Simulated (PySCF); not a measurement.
How methods differ on the excitation energy of Sb

Sb [Kr] 4d10 5s2 5p3 (4S) → Sb [Kr] 4d10 5s2 5p2 6s1 (4P), as a difference of total energies. Calculation: PySCF 2.14, in aug-cc-pVDZ-PP with ECP28MDF; scalar relativity through the core potential. Correlated levels: valence: 4s2 4p6 4d10 frozen. The calculations carry no spin-orbit coupling.

```json
{"method": "UHF", "excitation energy (eV)": "5.813", "error (eV)": "+0.024"}
{"method": "MP2 (valence)", "excitation energy (eV)": "5.865", "error (eV)": "+0.076"}
{"method": "SCS-MP2 (valence)", "excitation energy (eV)": "5.838", "error (eV)": "+0.049"}
{"method": "CCSD (valence)", "excitation energy (eV)": "5.811", "error (eV)": "+0.022"}
{"method": "CCSD(T) (valence)", "excitation energy (eV)": "5.805", "error (eV)": "+0.016"}
{"method": "CCSDT (valence)", "excitation energy (eV)": "5.802", "error (eV)": "+0.013"}
```

Reference: 5.789 eV (measured; NIST levels, between the centres of gravity of the two terms).

Errors of the correlated levels include the incompleteness of this basis and the frozen core.
